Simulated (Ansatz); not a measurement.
The cluster Li6Al, relaxed as a doublet with UKS PBE0-D4/def2-TZVP in Ansatz, starting from the GFN1-xTB geometry. Force threshold 0.02 eV/Å.

The structure comes from a short search, and lower isomers may exist.

Start:

```csv
atom,x (Å),y (Å),z (Å)
Al1,1.3974,-0.7501,-0.4267
Li2,-0.3330,1.6103,-0.5747
Li3,0.8340,0.8584,1.6892
Li4,0.4462,0.4707,-2.6382
Li5,-1.2016,-0.6718,-1.2184
Li6,0.3625,-1.5281,1.8932
Li7,-1.5054,0.0106,1.2755
```

```csv
step,energy (eV),largest force component (eV/Å),SCF passes
1,-7817.4173,1.129,39
2,-7818.1816,0.707,40
3,-7818.5740,0.485,38
4,-7818.8066,0.338,35
5,-7818.9686,0.253,35
6,-7818.9918,0.236,32
7,-7819.0193,0.107,29
8,-7819.0478,0.071,28
9,-7819.0505,0.024,28
10,-7819.0509,0.032,29
11,-7819.0513,0.005,24
```

Force components are those of the run's own axes.

End:

```xyz
7

Al    0.630   -0.138   -0.151
Li   -0.667    1.991   -0.839
Li    1.337    1.072    2.030
Li    1.087    0.142   -2.736
Li   -1.471   -1.098   -1.315
Li    0.517   -2.113    1.523
Li   -1.433    0.144    1.489
```

Bonds lost: Li2–Li3, Li2–Li5, Li3–Li6 (atoms count from 1). Bonds formed: Al1–Li7 (atoms count from 1). Metal–metal contacts that move far: Li4–Li5 2.46 to 3.18 Å, Li2–Li4 2.48 to 3.18 Å.

No frequencies were taken in this run, so the end may be a saddle point.

Run time 17 s (4 threads of Arm Neoverse V2 on a shared host).
